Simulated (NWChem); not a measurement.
System: C$_{2}$H$_{6}$OTe; SMILES CO[Te]C

```xyz
10

Te     0.3518    -0.4807    -0.0262
C     -1.7668    -0.9542     0.0565
H     -1.8587    -2.0558    -0.0150
H     -2.3137    -0.4763    -0.7760
H     -2.1520    -0.6121     1.0346
O      0.1443     1.4433     0.6121
C     -0.2434     2.3837    -0.3723
H     -1.2628     2.1940    -0.7864
H     -0.2627     3.3747     0.1322
H      0.4654     2.4465    -1.2309
```
Atoms are numbered in this order, from 1.

Program: NWChem. Structure relaxed at the PBE-D3(BJ)/def2-SVP (def2 core potentials past Kr) level. No frequency run checked for a minimum.

For level B3LYP/3-21G, non-relativistic:

```yaml
highest occupied level (eV): -5.49
orbital gap (eV): 4.25
dipole (D): 1.89
```

### Question
What are these values for level B3LYP/STO-3G, non-relativistic?

### Answer
The highest occupied level (eV) comes out as -3.44 and the orbital gap (eV) is 5.57. The dipole (D) is 1.62.
